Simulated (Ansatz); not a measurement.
Species: C₂H₆ClGa, net charge 0, singlet state. 
Coordinates optimised at B3LYP-D3(BJ)/def2-TZVP (Ansatz, an electronic-structure program):
SMILES: [CH3][Ga]([CH3])[Cl]
```xyz
10

C      1.8518     0.0278    -1.0432
Ga     0.0169     0.0653    -0.3329
C     -1.7405     0.3971    -1.1540
Cl    -0.0920    -0.3525     1.8159
H      1.8788     0.2044    -2.1178
H      2.4483     0.7903    -0.5398
H      2.3038    -0.9409    -0.8256
H     -2.3498    -0.5048    -1.0739
H     -2.2523     1.1904    -0.6077
H     -1.6558     0.6774    -2.2033
```

Quantity: vertical triplet-singlet gap (E(triplet) - E(singlet); each state is the SCF solution reached for its spin; for the triplet the Hartree-Fock reference is unstable and T1 is 0.028), in kcal/mol. Correlated levels leave the core frozen unless marked. Open shells are spin-unrestricted. No spin-orbit coupling. The frozen core is the preceding noble-gas configuration, with the filled d and f shells of earlier blocks. No relativistic terms. 

```
level                 program  vertical triplet-singlet gap (kcal/mol)
--------------------  -------  ---------------------------------------
HF/def2-QZVPPD         Ansatz                                    127.6
RI-HF/def2-TZVPPD      Ansatz                                    128.2
SVWN5/def2-TZVPD       Ansatz                                    111.3
PBE/def2-TZVPD         Ansatz                                    109.7
r2SCAN/def2-TZVPD      Ansatz                                    111.8
B3LYP/def2-TZVPD       Ansatz                                    117.2
PBE0/def2-TZVPD        Ansatz                                    118.3
BHLYP/def2-TZVPD       Ansatz                                    126.3
CAM-B3LYP/def2-TZVPD   Ansatz                                    124.4
wB97M-V/def2-TZVPD     Ansatz                                    127.6
wB97X-V/def2-TZVPD     Ansatz                                    130.1
B2PLYP/def2-TZVPD      Ansatz                                    124.0
RI-MP2/def2-TZVPPD     Ansatz                                    138.0
RI-MP2/def2-QZVPPD     Ansatz                                    138.6
CCSD/def2-SVPD         Ansatz                                    130.2
CCSD/def2-TZVPPD       Ansatz                                    131.1
CCSD(T)/def2-SVPD      Ansatz                                    128.2
CCSD(T)/def2-TZVPPD    Ansatz                                    129.0
```
